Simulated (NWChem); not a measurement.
**Ionisation of trisilylamine (H9NSi3)**

```xyz
13

Si    -0.4883    -1.6948     0.0000
N      0.0669    -0.0181     0.0000
Si     0.2341     0.8501     1.5289
Si     0.2341     0.8501    -1.5289
H      0.0252    -2.3771     1.2217
H     -1.9795    -1.8054     0.0000
H      0.0252    -2.3771    -1.2217
H      0.6897    -0.1013     2.5821
H      1.2330     1.9434     1.3603
H     -1.0515     1.4630     1.9846
H     -1.0515     1.4630    -1.9846
H      1.2330     1.9434    -1.3603
H      0.6897    -0.1013    -2.5821
```
Charge 0, spin multiplicity 1.

All runs are NWChem calculations. Structure: optimised with B3LYP/def2-SVP, held to Cs symmetry and with no frequency check, so it may be a saddle point.

Basis set: def2-TZVP. −ε marks an orbital energy of the parent.

B3LYP has NWChem's definition, with VWN1-RPA local correlation.

Task: For the first vertical ionisation energy, −ε(HOMO) of B3LYP gives 7.45 eV and −ε(HOMO) of BHandHLYP gives 8.88 eV. What do −ε(HOMO) of PBE, −ε(HOMO) of HF give?

Result: −ε(HOMO) of PBE: 6.40 eV; −ε(HOMO) of HF: 10.83 eV.
